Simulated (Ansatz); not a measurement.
Cl2H4NSi2, SMILES `Cl[SiH]N[SiH2]Cl` radical at its PBE0-D4/def2-TZVP geometry, where that method's forces vanish. The species carries charge 0 and has multiplicity 2.

```xyz
9

Cl   -0.0073   -0.4534    2.8722
Si   -1.1864    0.1633    1.2933
N    -0.2266    0.5470   -0.0849
Si    0.7691   -0.5165   -0.9960
Cl   -0.0859   -0.9978   -2.8047
H    -1.8862    1.4148    1.6981
H    -0.3565    1.4813   -0.4511
H     2.0641    0.1199   -1.3163
H     0.9157   -1.7587   -0.2106
```

**Question.** What forces (eV/Å) does r2SCAN-D4/def2-TZVPP give on these atoms in the Gaussian-basis code of Ansatz? (Estimate.)

**Answer.** Computed: 
```
Cl1  0.036 -0.026  0.062
Si2 -0.089  0.020  0.027
N3   0.026  0.010 -0.009
Si4  0.066 -0.022  0.001
Cl5 -0.024 -0.017 -0.062
H6   0.006 -0.012 -0.006
H7  -0.007  0.034 -0.024
H8  -0.018 -0.016  0.016
H9   0.004  0.030 -0.006
```
